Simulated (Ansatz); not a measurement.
F2HOSc (`[OH][Sc]([F])[F]`). Total charge 0; spin multiplicity 1. The structure was optimised at the PBE0-D4/def2-TZVP level. It is one conformer, not always the lowest.

```xyz
5

O     0.134    0.051    1.290
Sc   -0.058   -0.022   -0.551
F     1.384    0.292   -1.662
F    -1.695   -0.411   -1.313
H     0.234    0.090    2.236
```

(1) What is the dipole moment at B3LYP/def2-TZVPP? (Best estimate.)

(2) And with PBE, r2SCAN, ωB97M-V? (An estimate is asked.)

(3) Give the Mulliken charges with B3LYP, ωB97M-V, r2SCAN in def2-TZVPP. (An estimate is asked.)

Answers

(1) Computed: 2.44 D, with components (0.25, 0.10, 2.43) D in this frame, pointing from negative to positive charge.

(2) Computed: PBE 2.37 D, r2SCAN 2.39 D, ωB97M-V 2.42 D.

(3) Ansatz gave: 
```csv
atom,B3LYP,ωB97M-V,r2SCAN
O1,-0.55,-0.52,-0.57
Sc2,1.21,1.19,1.21
F3,-0.43,-0.42,-0.43
F4,-0.43,-0.42,-0.43
H5,0.19,0.18,0.21
```

B3LYP here is the variant with VWN-RPA as its local correlation; programs differ in this.
